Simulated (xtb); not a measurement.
xtb input:

```bash
xtb mol.xyz --gfn 1 --sp --chrg 0 --uhf 0
```
mol.xyz:
```
3

O     -1.36687604     0.55831406    -0.03290379
Se     0.00828182    -0.28161326     0.00618097
O      1.33167830     0.63854228     0.00663467
```

Task: Which total energy does the run end on?

Result: -12.62137 Eh (GFN1-xTB).
